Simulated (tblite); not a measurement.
Compound: C8H8O2.
Numbering: `[CH3:1][O:2][c:3]1[cH:4][cH:5][cH:6][cH:7][c:8](=[O:9])[cH:10]1` (hydrogens: H11, H12, H13 on C1; H14 on C4; H15 on C5; H16 on C6; H17 on C7; H18 on C10)

Cartesian coordinates in Å at the GFN2-xTB level; atoms count from 1:
```xyz
18
C8H8O2 angstrom
C     -2.931    0.626   -0.118
O     -2.049   -0.472   -0.103
C     -0.706   -0.270   -0.044
C     -0.037   -1.539   -0.006
C      1.284   -1.804    0.059
C      2.372   -0.887    0.108
C      2.349    0.460    0.103
C      1.234    1.406    0.044
O      1.479    2.609    0.054
C     -0.149    0.970   -0.026
H     -2.781    1.251   -1.004
H     -2.824    1.237    0.783
H     -3.930    0.194   -0.146
H     -0.727   -2.374   -0.034
H      1.570   -2.849    0.080
H      3.348   -1.356    0.156
H      3.300    0.980    0.149
H     -0.811    1.825   -0.067
```

Computed values, GFN2-xTB/tblite, gas phase, harmonic and unscaled. The method is semi-empirical: single wavenumbers can be off by several per cent or more. One conformer, not necessarily the lowest.

Harmonic wavenumbers (cm⁻¹): 39.7, 114.6, 161.5, 216.5, 236.8, 265.6, 332.4, 393.0, 424.9, 465.8, 499.1, 540.0, 624.0, 643.6, 788.2, 795.6, 825.6, 849.2, 881.7, 943.3, 958.3, 979.6, 1023.0, 1050.7, 1116.5, 1153.8, 1185.4, 1234.3, 1261.6, 1299.0, 1309.8, 1375.2, 1399.6, 1429.4, 1467.3, 1478.7, 1561.2, 1605.7, 1631.9, 1653.9, 2944.2, 2955.0, 3028.8, 3036.2, 3054.7, 3059.9, 3073.9, 3078.4.

A = 2004, B = 1151, C = 734.7 MHz; mass 136.052 u (most abundant isotopes); point group Cs, symmetry number 1.

**Question.** What is the zero-point energy?

**Answer.** Half the sum of the wavenumbers: 30224 cm⁻¹ = 86.41 kcal/mol.

**Question.** What is S at 273.15 K and 1 bar for an ideal gas of classical rigid rotors and harmonic oscillators?

**Answer.** Translation 40.23, rotation 29.37, vibration 21.76: S = 91.4 cal/(mol K).

**Question.** And Cp and H(273.15 K) − H(0)?

**Answer.** Cp = 33.72 cal/(mol K), of which vibrations give 25.77 (their classical limit is 48 R = 95.4); H(273.15 K) − H(0) = 5.47 kcal/mol without the zero-point energy, 3.30 from vibrations.

**Question.** Which modes carry the vibrational entropy at 273.15 K?

**Answer.** 39.7 cm⁻¹: 5.10; 114.6 cm⁻¹: 3.02; 161.5 cm⁻¹: 2.37; 216.5 cm⁻¹: 1.83; 236.8 cm⁻¹: 1.67; 265.6 cm⁻¹: 1.47 cal/(mol K); the other 42 give 6.29 together.

**Question.** What must be added to the electronic energy to get the Gibbs energy at 273.15 K and 1 bar?

**Answer.** ZPE + [H(273.15 K) − H(0)] − T·S = 86.41 + 5.47 − 24.95 = 66.93 kcal/mol.

**Question.** How do the functions run with temperature in this model?

**Answer.** 
| T (K) | S (cal/(mol K)) | Cp (cal/(mol K)) | H − H(0) (kcal/mol) | G − H(0) (kcal/mol) | ln q(vib) |
| --- | --- | --- | --- | --- | --- |
| 150 | 75.3 | 21.2 | 2.10 | -9.20 | 2.23 |
| 250 | 88.5 | 31.3 | 4.72 | -17.40 | 4.36 |
| 298.15 | 94.4 | 36.3 | 6.35 | -21.80 | 5.43 |
| 400 | 106.5 | 46.3 | 10.56 | -32.04 | 7.76 |
| 600 | 128.4 | 61.7 | 21.47 | -55.57 | 12.44 |
| 900 | 156.4 | 76.0 | 42.32 | -98.43 | 19.25 |

q(vib) and H(0) count from the zero-point level.

Hindered rotation and anharmonicity are outside this model. Other conformers, if any are populated, would add a mixing term that is left out.

On one thread of an Arm Neoverse V1, on a shared host, this took 0.66 s. This covers the Hessian and the dipole derivatives.
